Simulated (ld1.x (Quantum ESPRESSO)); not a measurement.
# Cd (Z = 48) TM: all-electron and pseudo phase curves

| Quantity | Value |
| --- | --- |
| Element | cadmium |
| Generator | ld1.x (Quantum ESPRESSO) 7.5 |
| Type | norm-conserving Troullier–Martins (Kleinman–Bylander form) |
| Functional | LDA (PZ) |
| Relativity | scalar-relativistic |
| Frozen core | [Kr] |
| Valence charge | 12 |
| Reference configuration | 4d10 5s2 5p0 |
| Partial waves | 5s (bound): rc 1.05 bohr; 5p (bound, empty): rc 3.35 bohr; 4d (bound): rc 1.75 bohr |
| Local potential | all-electron potential smoothed inside 2.60 bohr (lloc = -2) |
| Core correction | a·sin(br)/r model core inside 0.55 bohr |

The phase is arctan(r·u′/u) with u = r·R(r), unwrapped; energies in Ry, scanned from -3 to 5 Ry. A pole is an energy at which the radial function vanishes at the test radius. The pseudo phase is shifted by a multiple of π to meet the all-electron one at the reference energy, and phase errors are pseudo minus all-electron; the curves can meet again beyond the range given. Levels narrower than the energy grid can be missing from the lists of poles.

| channel | radius (bohr) | reference energy (Ry) | poles, all-electron | poles, pseudo | unbroken range about the reference energy with phases within 0.05 rad | phase error 1 Ry above the reference energy (rad) |
| --- | --- | --- | --- | --- | --- | --- |
| s | 3.66 | -0.44 | -0.03, 3.73 | 0.20, 4.52 | not even at the reference energy | +0.093 |
| p | 3.66 | -0.10 | 0.70, 4.63 | 0.68, 3.54 | below 1.5 | -0.010 |
| d | 3.66 | -0.87 | -0.85, 2.04 | -0.85, 2.26 | below 0.4 | +0.015 |

A Bessel basis up to 400 Ry misses an occupied level by 0.13 Ry, so cutoffs and ghosts were not judged. The potential misses its own reference levels by up to 1.2 eV, so it is not fit for use. The 5s radius (1.05 bohr) lies inside the outermost node of the all-electron wave (1.07 bohr), which a nodeless pseudo-wave cannot match soundly.

Phases in the d channel:

```tsv
E (Ry)	all-electron	pseudo
-3.00	1.415	1.415
-2.52	1.402	1.402
-2.04	1.383	1.383
-1.56	1.355	1.356
-1.08	1.289	1.290
-0.60	-1.827	-1.825
-0.12	-1.953	-1.947
0.36	-2.292	-2.249
0.84	-3.806	-3.617
1.32	-4.492	-4.433
1.80	-4.663	-4.625
2.28	-4.754	-4.715
2.76	-4.837	-4.781
3.24	-4.969	-4.853
3.72	-5.447	-4.973
4.20	-7.259	-5.354
4.68	-7.641	-7.048
```
